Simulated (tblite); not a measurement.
Compound: C4H15P3Si.
SMILES with atom numbers: `[CH3:1][C:2]([CH3:3])([CH3:4])[P:5]([SiH3:6])[PH:7][PH2:8]` (hydrogens: H9, H10, H11 on C1; H12, H13, H14 on C3; H15, H16, H17 on C4; H18, H19, H20 on Si6; H21 on P7; H22, H23 on P8)

Cartesian coordinates in Å at the GFN2-xTB level; atoms count from 1:
```
atom  x, y, z in Å
C1    -1.8902   -0.8678   -1.0076
C2    -0.8853   -0.3268    0.0116
C3    -1.3596    1.0204    0.5518
C4    -0.7539   -1.3157    1.1721
P5     0.8009   -0.2384   -0.8668
Si6    0.7160    1.7111   -1.9831
P7     2.0278    0.4512    0.8008
P8     3.1108   -1.3857    1.1869
H9    -2.8724   -0.9701   -0.5481
H10   -1.9774   -0.1975   -1.8609
H11   -1.5745   -1.8440   -1.3719
H12   -0.6064    1.4590    1.2068
H13   -2.2736    0.8798    1.1290
H14   -1.5689    1.7187   -0.2568
H15   -0.1030   -0.9013    1.9452
H16   -0.3315   -2.2605    0.8296
H17   -1.7293   -1.5113    1.6159
H18   -0.4790    1.6790   -2.8286
H19    0.7040    2.9230   -1.1587
H20    1.9204    1.7146   -2.8171
H21    3.0286    0.9379   -0.0442
H22    3.8979   -0.7975    2.1771
H23    2.1938   -1.8511    2.1270
```

Computed with GFN2-xTB (tblite): harmonic, unscaled wavenumbers at the GFN2-xTB geometry, gas phase. Against measured fundamentals such values can be off by several per cent, at times by over 20. Modes of hydrogen on phosphorus and silicon can be 10 to 20 % off. One conformer, not necessarily the lowest.

Harmonic wavenumbers (cm⁻¹): 32.2, 62.0, 103.6, 126.2, 134.5, 138.2, 140.3, 173.5, 211.9, 250.4, 261.3, 277.0, 290.1, 354.4, 387.9, 397.2, 443.4, 485.5, 498.3, 516.2, 528.4, 597.1, 629.1, 727.6, 751.1, 765.1, 770.3, 795.9, 852.2, 882.2, 958.6, 960.3, 961.2, 1023.4, 1026.8, 1112.3, 1185.8, 1217.9, 1225.2, 1397.1, 1401.4, 1421.2, 1479.8, 1481.5, 1485.6, 1495.9, 1496.8, 1502.3, 2230.6, 2232.5, 2240.3, 2247.1, 2255.8, 2308.2, 2970.8, 2995.3, 2998.2, 3002.7, 3004.2, 3009.6, 3015.0, 3019.7, 3024.7.

A = 1237, B = 745.4, C = 563.1 MHz; mass 184.016 u (most abundant isotopes); point group C1, symmetry number 1.

Q: What is the zero-point energy?

A: Half the sum of the wavenumbers: 37985 cm⁻¹ = 454.41 kJ/mol.

Q: Entropy at 400 K, 1 bar (ideal gas, RRHO, classical rotation)?

A: Translation 180.00, rotation 132.55, vibration 252.94: S = 565.5 J/(mol K).

Q: And Cp and H(400 K) − H(0)?

A: Cp = 269.91 J/(mol K), of which vibrations give 236.65 (their classical limit is 63 R = 523.8); H(400 K) − H(0) = 65.06 kJ/mol without the zero-point energy, 51.76 from vibrations.

Q: What must be added to the electronic energy to get the Gibbs energy at 400 K and 1 bar?

A: ZPE + [H(400 K) − H(0)] − T·S = 454.41 + 65.06 − 226.20 = 293.27 kJ/mol.

Q: How do the functions run with temperature in this model?

A: 
```json
{"T (K)": "100", "S (J/(mol K))": "321.3", "Cp (J/(mol K))": "105.9", "H − H(0) (kJ/mol)": "6.62", "G − H(0) (kJ/mol)": "-25.51", "ln q(vib)": "2.64"}
{"T (K)": "200", "S (J/(mol K))": "415.2", "Cp (J/(mol K))": "170.0", "H − H(0) (kJ/mol)": "20.53", "G − H(0) (kJ/mol)": "-62.50", "ln q(vib)": "6.77"}
{"T (K)": "300", "S (J/(mol K))": "494.6", "Cp (J/(mol K))": "224.0", "H − H(0) (kJ/mol)": "40.30", "G − H(0) (kJ/mol)": "-108.08", "ln q(vib)": "10.89"}
{"T (K)": "500", "S (J/(mol K))": "630.0", "Cp (J/(mol K))": "308.3", "H − H(0) (kJ/mol)": "94.03", "G − H(0) (kJ/mol)": "-220.96", "ln q(vib)": "18.67"}
{"T (K)": "800", "S (J/(mol K))": "794.3", "Cp (J/(mol K))": "390.9", "H − H(0) (kJ/mol)": "199.89", "G − H(0) (kJ/mol)": "-435.56", "ln q(vib)": "29.12"}
{"T (K)": "1000", "S (J/(mol K))": "885.7", "Cp (J/(mol K))": "427.9", "H − H(0) (kJ/mol)": "281.96", "G − H(0) (kJ/mol)": "-603.77", "ln q(vib)": "35.36"}
```

q(vib) and H(0) count from the zero-point level.

Q: Which modes carry the vibrational entropy at 400 K?

A: 32.2 cm⁻¹: 26.24; 62.0 cm⁻¹: 20.81; 103.6 cm⁻¹: 16.57; 126.2 cm⁻¹: 14.95; 134.5 cm⁻¹: 14.43; 138.2 cm⁻¹: 14.21 J/(mol K); the other 57 give 145.73 together.

Q: Blend soft modes into free rotors: weight 1/[1 + (100 cm⁻¹/ν̃)⁴] for the oscillator and the rest for a rotor with moment μB/(μ + B), μ = h/(8π²ν), B = 10⁻⁴⁴ kg m². What vibrational entropy results?

A: 235.60 J/(mol K) in place of 252.94, which changes −T·S at 400 K by +6.94 kJ/mol.

Hindered rotation and anharmonicity are outside this model. Other conformers, if any are populated, would add a mixing term that is left out. The structure is chiral; the term R ln 2 for an equal mix with its mirror image is left out.
